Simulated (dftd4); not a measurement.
C2H6Si, charge +1, doublet, geometry from GFN2-xTB (a state made from the parent by changing its charge; the spin is typed, not shown lowest); D4 for tpssh (dftd4).

dftd4 was given this input:
```
$ dftd4 mol.xyz --func tpssh --charge 1 --json dftd4.json --noedisp

# file mol.xyz
9

Si    -0.20261645     0.08870203     0.41809383
C      0.82033129     1.51475671    -0.27676035
H      0.76188524     2.40534910     0.35442221
H      0.47026820     1.78603612    -1.27483095
H      1.87093693     1.22764217    -0.35355064
C     -0.55305034    -1.63176776    -0.27476702
H      0.38078927    -2.15861458    -0.48130425
H     -1.11380014    -1.55910376    -1.20878165
H     -1.13713497    -2.24107116     0.41989596
```

### Question
Predict the main parts of the log of this dftd4 run.

### Answer

```
                    ____  _____ _____     ____  _  _
      -------------|  _ \|  ___|_   _|---|  _ \| || |------------
     |             | | | | |_    | | ___ | | | | || |_           |
     |             | |_| |  _|   | ||___|| |_| |__   _|          |
     |             |____/|_|     |_|     |____/   |_|            |
     |             ===================================           |
     |            E. Caldeweyher, S. Ehlert & S. Grimme          |
     |          Mulliken Center for Theoretical Chemistry        |
     |                    University of Bonn                     |
      -----------------------------------------------------------

Rational (Becke-Johnson) damping: tpssh-D4-ATM
---------------------
  s6         1.0000
  s8         1.8590
  s9         1.0000
  a1         0.4429
  a2         4.6023
 alp        16.0000
--------------------

Dispersion energy:      -5.1087056436304E-03 Eh

[Info] JSON dump of results written to 'dftd4.json'
```
